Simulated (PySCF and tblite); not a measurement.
Values are calculated unless marked as measured or tabulated.
System: C7H5BrN2, numbered as in [Br:1][c:2]1[cH:3][cH:4][cH:5][c:6]2[nH:7][n:8][cH:9][c:10]12.

For the shift of H on N7 from N7 to N8: electronic barrier 56.01 kcal/mol, zero-point change -4.12 kcal/mol, thermal and entropy terms at 298.15 K a further 0.00 kcal/mol (symmetry numbers apart). The minimum is Cs, the saddle C1. Geometries: GFN2-xTB; energies: PBE0/pcSseg-1 + D3(BJ); zero-point and thermal terms from GFN2-xTB harmonic modes (soft modes blended into free rotors). Rate constants are transition-state-theory values, counting equivalent paths, without tunnelling. Run with tblite and PySCF.

Task: How many equivalent paths lead out of the minimum?

Result: 2: the symmetry number of the minimum is 1, that of the saddle displaced along its mode 1, and the displaced saddle is chiral while the minimum is not, which doubles the count.

Task: Work out the rate at 298.15 K.

Result: ΔG‡ = 51.89 kcal/mol; k_B T/h = 6.2×10¹² s⁻¹; exp(−ΔG‡/RT) = 9.2×10⁻³⁹; times 2 gives k = 1.1×10⁻²⁵ s⁻¹.

Tunnelling of the moving H, left out here, will speed the real process. In real samples such hydrogens mostly exchange between molecules or through solvent, far faster than by this path. DFT energies on a tight-binding saddle of a bond shift can be off by several kcal/mol. Spin–orbit effects of heavy atoms on shieldings are missing.
